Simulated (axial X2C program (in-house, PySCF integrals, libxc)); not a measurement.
# Potential curves of BiC, 2c

All values were computed with an in-house all-electron X2C program for linear molecules (integrals from PySCF). Two-component (2c) means X2C with spin–orbit coupling and atomic mean-field two-electron Coulomb and Gaunt terms. Basis: Bi dyall-cv3z [12s14p10d6f1g], C dyall-v3z [7s6p2d1f] (cores contracted in-house); Gaussian nuclei, density fitting, unrestricted open shells. Masses: Bi 208.980 u, C 12.000 u.

State: Ω = 3/2 (⟨Sz⟩ = 0.61, ⟨Lz⟩ = 0.89 at PBE0). Energies in eV from the fragments at the same level (Bi + C). Fits are polynomials in 1 − R0/R over 0.85 to 1.23 times the lowest point R0.

```csv
R (Å),PBE0
1.8305,-1.6254
1.8755,-1.9350
1.9146,-2.1343
1.9778,-2.3452
2.0409,-2.4481
2.1040,-2.4712
2.1776,-2.4264
2.2513,-2.3300
2.3460,-2.1624
2.4617,-1.9290
2.6300,-1.5832
```

One determinant describes the state; a PBE0 search over occupations chose it and may have missed a lower one. De is counted from the lowest determinant-based energies of the atoms at the same level, without counterpoise correction. Density functionals use the spin component along the axis (collinear). In 2c an atomic determinant is not the ground J level, so De misses part of the atomic spin–orbit lowering. This holds for PBE0. The functionals have no current-density term, which raises determinants with orbital currents, atoms included. With several unpaired electrons one determinant need not be a pure state. A state of lower Ω lies just above, and one determinant can place such states too high, so the state shown need not be the lowest. The search has Ω = 1/2 only 0.10 eV up. The determinant is spin-polarised beyond a pure state at some levels (its spin-free form has ⟨S²⟩ too high), which makes Re and μ there less reliable. The lowest spin-free determinant has another configuration (M_S = 1/2, Λ = 0), so the order of states is uncertain and this need not be the ground state.

Problem. Fit the PBE0 curve near its minimum: give the equilibrium distance, the harmonic wavenumber and the well depth.

Solution. At PBE0, 2c: Re = 2.094 Å, ωe ≈ 603 cm⁻¹, De = 2.47 eV to Bi + C; Be follows as 0.339 cm⁻¹.
